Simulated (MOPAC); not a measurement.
MOPAC input (PM6):

```
PM6 FORCE THERMO(298,298) PRECISE LET CHARGE=-1 GEO-OK AUX(PRECISION=9) THREADS=1
C4H2FS

F    -0.16838315 1    2.22555652 1    0.48682238 1
C    -0.10731822 1    0.91454638 1    0.19630586 1
C    -1.31277781 1    0.18444666 1   -0.08719681 1
C    -1.10442436 1   -1.13621271 1   -0.36543212 1
S     0.65813192 1   -1.41069237 1   -0.25443039 1
C     1.07833347 1    0.25151129 1    0.16277599 1
H    -2.27874662 1    0.64720806 1   -0.07739054 1
H     2.07275149 1    0.57375244 1    0.33330859 1
```

From the output:

```
     H    8   0.008239   4.495964

          HEAT OF FORMATION =     -13.457745 KCALS/MOLE

          ZERO POINT ENERGY      27.303 KCAL/MOL

           NORMAL COORDINATE ANALYSIS (Total motion = 1 Angstrom)

   Root No.       1         2         3         4         5         6         7         8

                 1 A"      2 A"      1 A'      2 A'      3 A'      3 A"      4 A'      4 A"

                 226.9     372.1     374.9     486.0     500.3     574.3     626.3     794.3

           1    0.0000   -0.0000   -0.0101    0.0116    0.1765    0.0000   -0.1090    0.0000
           2   -0.0000    0.0000    0.1680   -0.0325    0.0095   -0.0000   -0.0129   -0.0000
           3   -0.1287    0.0218   -0.0000    0.0000    0.0000   -0.0266   -0.0000   -0.0077
           4   -0.0000    0.0000   -0.0105    0.0022    0.1256   -0.0000   -0.0557   -0.0000
           5    0.0000   -0.0000   -0.1258   -0.0202   -0.0448    0.0000   -0.0601    0.0000
           6    0.0993   -0.0607    0.0000    0.0000    0.0000    0.1764    0.0000    0.0508
           7   -0.0000    0.0000   -0.0579    0.1295   -0.0199    0.0000    0.1326   -0.0000
           8    0.0000   -0.0000   -0.1048   -0.0638    0.0269   -0.0000   -0.1228    0.0000
           9    0.0989   -0.0979    0.0000    0.0000   -0.0000   -0.0528    0.0000    0.0175
          10    0.0000   -0.0000   -0.0596    0.1066   -0.0142   -0.0000    0.1826    0.0000
          11   -0.0000    0.0000   -0.0189   -0.2345    0.1370    0.0000    0.2401   -0.0000
          12   -0.0214    0.1907   -0.0000    0.0000   -0.0000    0.0289   -0.0000   -0.0042
          13    0.0000    0.0000    0.0408   -0.0934   -0.1277    0.0000   -0.0152   -0.0000
          14   -0.0000   -0.0000    0.0397    0.1588   -0.0025   -0.0000    0.0078    0.0000
          15   -0.0678   -0.0524   -0.0000   -0.0000   -0.0000   -0.0052    0.0000    0.0068
          16   -0.0000   -0.0000    0.0342   -0.0297   -0.0119    0.0000   -0.0542    0.0000
          17    0.0000    0.0000   -0.1005   -0.0484   -0.1157   -0.0000   -0.0390   -0.0000
          18    0.1734    0.0758    0.0000    0.0000    0.0000   -0.0403    0.0000   -0.1203
          19   -0.0000    0.0000   -0.1195    0.2421   -0.1518    0.0000    0.0445    0.0000
          20    0.0000   -0.0000   -0.1338   -0.0112   -0.0417   -0.0000   -0.1509   -0.0000
          21    0.1551   -0.2650   -0.0000   -0.0000   -0.0000   -0.3933    0.0000   -0.0965
          22   -0.0000   -0.0000    0.1312    0.0252   -0.0631    0.0000    0.0467   -0.0000
          23    0.0000    0.0000   -0.1243   -0.0543   -0.0987   -0.0000   -0.0709    0.0000
          24    0.2554    0.2357    0.0000    0.0000    0.0000   -0.2766    0.0000    0.6964

   Root No.       9        10        11        12        13        14        15        16

                 5 A'      5 A"      6 A'      7 A'      8 A'      9 A'     10 A'     11 A'

                 831.1     846.4    1020.3    1110.8    1166.1    1374.8    1482.9    1676.2

           1   -0.0322    0.0000   -0.0877    0.0525    0.0085   -0.0752    0.0493    0.0307
           2    0.0208   -0.0000    0.0026   -0.0038    0.0016   -0.0035    0.0048   -0.0042
           3   -0.0000   -0.0082   -0.0000    0.0000   -0.0000    0.0000   -0.0000   -0.0000
           4   -0.0198   -0.0000    0.0548   -0.0550   -0.0144    0.2155   -0.1492   -0.1681
           5   -0.0153    0.0000   -0.0337    0.0127   -0.0137    0.1944   -0.0176    0.2344
           6   -0.0000    0.0762    0.0000   -0.0000    0.0000   -0.0000   -0.0000   -0.0000
           7   -0.0089    0.0000    0.0352   -0.0018   -0.0265   -0.1567   -0.2198    0.0788
           8   -0.0488   -0.0000    0.1693   -0.0153   -0.0334   -0.1326    0.0809   -0.0339
           9    0.0000   -0.1445   -0.0000    0.0000    0.0000    0.0000   -0.0000   -0.0000
          10    0.0221   -0.0000    0.0010   -0.0128   -0.0372    0.0665    0.2535   -0.0668
          11   -0.0046    0.0000   -0.0059    0.0046    0.0362   -0.0092   -0.0262    0.0182
          12    0.0000    0.0367   -0.0000   -0.0000   -0.0000   -0.0000    0.0000   -0.0000
          13   -0.0955   -0.0000   -0.0046    0.0037   -0.0012   -0.0015    0.0071    0.0053
          14   -0.0336    0.0000   -0.0067   -0.0074    0.0005    0.0039    0.0016   -0.0001
          15    0.0000    0.0016    0.0000   -0.0000    0.0000    0.0000    0.0000    0.0000
          16    0.2775    0.0000    0.0293   -0.0847    0.0230   -0.0260    0.0287    0.1050
          17    0.1241   -0.0000   -0.1141    0.0347   -0.0217   -0.0487   -0.0590   -0.1906
          18   -0.0000   -0.0196    0.0000   -0.0000    0.0000    0.0000    0.0000    0.0000
          19    0.0027   -0.0000    0.0669    0.1003    0.6496    0.0571   -0.0464   -0.1061
          20   -0.0420    0.0000    0.1733    0.0407    0.3261   -0.0081    0.1507   -0.0957
          21    0.0000    0.6816   -0.0000    0.0000   -0.0000   -0.0000   -0.0000   -0.0000
          22    0.4130   -0.0000    0.2993    0.6314   -0.1159    0.2255   -0.0746   -0.0320
          23    0.0592    0.0000   -0.1952   -0.1699    0.0171   -0.0959   -0.0305   -0.1565
          24   -0.0000    0.0316    0.0000    0.0000   -0.0000    0.0000    0.0000    0.0000

   Root No.      17        18

                12 A'     13 A'

                2810.9    2823.8

           1   -0.0000   -0.0001
           2   -0.0002   -0.0001
           3    0.0000   -0.0000
           4    0.0007   -0.0031
           5   -0.0043   -0.0008
           6    0.0000   -0.0000
           7    0.0285   -0.0035
           8   -0.0529    0.0111
           9    0.0000   -0.0000
          10    0.0019   -0.0009
          11   -0.0025    0.0016
          12    0.0000   -0.0000
          13   -0.0003   -0.0007
          14   -0.0000   -0.0010
          15   -0.0000    0.0000
          16   -0.0031   -0.0139
          17   -0.0093   -0.0614
          18   -0.0000    0.0000
          19   -0.3628    0.0649
          20    0.6916   -0.1237
          21   -0.0000    0.0000
          22    0.0388    0.2166
          23    0.1357    0.7485
          24   -0.0000   -0.0000

           MASS-WEIGHTED COORDINATE ANALYSIS (NORMAL COORDINATES)

   Root No.       1         2         3         4         5         6         7         8

                 1 A"      2 A"      1 A'      2 A'      3 A'      3 A"      4 A'      4 A"

                 226.9     372.1     374.9     486.0     500.3     574.3     626.3     794.3

           1    0.0000   -0.0000   -0.0395    0.0335    0.5779    0.0000   -0.3456    0.0000
           2   -0.0000    0.0000    0.6539   -0.0942    0.0310   -0.0000   -0.0408   -0.0000
           3   -0.5221    0.1009   -0.0000    0.0000    0.0000   -0.1401   -0.0000   -0.0397
           4   -0.0000    0.0000   -0.0324    0.0051    0.3270   -0.0000   -0.1405   -0.0000
           5    0.0000   -0.0000   -0.3896   -0.0465   -0.1167    0.0000   -0.1516    0.0000
           6    0.3202   -0.2232    0.0000    0.0000    0.0000    0.7391    0.0000    0.2088
           7   -0.0000    0.0000   -0.1792    0.2983   -0.0518    0.0000    0.3343   -0.0000
           8    0.0000   -0.0000   -0.3245   -0.1470    0.0699   -0.0000   -0.3095    0.0000
           9    0.3189   -0.3599    0.0000    0.0000   -0.0000   -0.2211    0.0000    0.0719
          10    0.0000   -0.0000   -0.1847    0.2456   -0.0371   -0.0000    0.4603    0.0000
          11   -0.0000    0.0000   -0.0585   -0.5400    0.3566    0.0000    0.6053   -0.0000
          12   -0.0689    0.7008   -0.0000    0.0000   -0.0000    0.1211   -0.0000   -0.0172
          13    0.0000    0.0000    0.2063   -0.3515   -0.5429    0.0000   -0.0625   -0.0000
          14   -0.0000   -0.0000    0.2009    0.5974   -0.0104   -0.0000    0.0321    0.0000
          15   -0.3574   -0.3147   -0.0000   -0.0000   -0.0000   -0.0358    0.0000    0.0454
          16   -0.0000   -0.0000    0.1058   -0.0685   -0.0310    0.0000   -0.1366    0.0000
          17    0.0000    0.0000   -0.3111   -0.1114   -0.3011   -0.0000   -0.0984   -0.0000
          18    0.5593    0.2786    0.0000    0.0000    0.0000   -0.1688    0.0000   -0.4950
          19   -0.0000    0.0000   -0.1071    0.1615   -0.1145    0.0000    0.0325    0.0000
          20    0.0000   -0.0000   -0.1200   -0.0075   -0.0314   -0.0000   -0.1102   -0.0000
          21    0.1449   -0.2822   -0.0000   -0.0000   -0.0000   -0.4775    0.0000   -0.1150
          22   -0.0000   -0.0000    0.1177    0.0168   -0.0476    0.0000    0.0341   -0.0000
          23    0.0000    0.0000   -0.1115   -0.0362   -0.0744   -0.0000   -0.0518    0.0000
          24    0.2386    0.2510    0.0000    0.0000    0.0000   -0.3359    0.0000    0.8301

   Root No.       9        10        11        12        13        14        15        16

                 5 A'      5 A"      6 A'      7 A'      8 A'      9 A'     10 A'     11 A'

                 831.1     846.4    1020.3    1110.8    1166.1    1374.8    1482.9    1676.2

           1   -0.1080    0.0000   -0.4057    0.2859    0.0473   -0.2455    0.1583    0.1004
           2    0.0698   -0.0000    0.0120   -0.0209    0.0088   -0.0114    0.0154   -0.0139
           3   -0.0000   -0.0395   -0.0000    0.0000   -0.0000    0.0000   -0.0000   -0.0000
           4   -0.0528   -0.0000    0.2015   -0.2380   -0.0636    0.5596   -0.3810   -0.4367
           5   -0.0407    0.0000   -0.1239    0.0551   -0.0606    0.5049   -0.0449    0.6090
           6   -0.0000    0.2929    0.0000   -0.0000    0.0000   -0.0000   -0.0000   -0.0000
           7   -0.0238    0.0000    0.1295   -0.0076   -0.1168   -0.4070   -0.5614    0.2048
           8   -0.1303   -0.0000    0.6227   -0.0663   -0.1472   -0.3445    0.2066   -0.0882
           9    0.0000   -0.5558   -0.0000    0.0000    0.0000    0.0000   -0.0000   -0.0000
          10    0.0590   -0.0000    0.0038   -0.0555   -0.1640    0.1727    0.6473   -0.1736
```

The dipole moment of an ion depends on the origin.
